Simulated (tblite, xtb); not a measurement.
Cl₆Si₂, triplet, at the geometry of the source list (a higher spin typed on purpose: for a closed-shell molecule this is an excited state). Base run: GFN1-xTB run with xtb.

Geometry (Å):
```xyz
8

Cl     2.1207    -0.4555    -1.5508
Si     1.1508    -0.1100     0.1849
Cl     1.9037     1.5727     1.0063
Cl     1.5267    -1.6479     1.4366
Si    -1.1508     0.1100    -0.1849
Cl    -1.5267     1.6479    -1.4365
Cl    -1.9037    -1.5726    -1.0063
Cl    -2.1208     0.4555     1.5508
```
Charge 0, spin multiplicity 3.
All else is at xtb's defaults.
Base energy -29.43609 Eh.

Programs used: tblite, xtb; a row that names a program was run with it.

The base run was repeated with changes; each row names its change, and settings that it needs were set with it.

```
change                                                     ΔE vs base (mEh)  SCF cycles
---------------------------------------------------------  ----------------  ----------
base                                                                  0.000           9
program = tblite; method = gfn1; option = (--etemp, 2000)            -7.899           -
acc = 0.0001                                                          0.000          14
acc = 30                                                              0.000           8
program = tblite; method = gfn1; option = (--guess, eeq)              0.000           -
alpb = water                                                         -1.737           9
file = coord                                                          0.000           9
etemp = 3000                                                        -14.528           9
```

ALPB and GBSA are two models with their own fitted parameters for each solvent, which aren't always the measured dielectric constant.
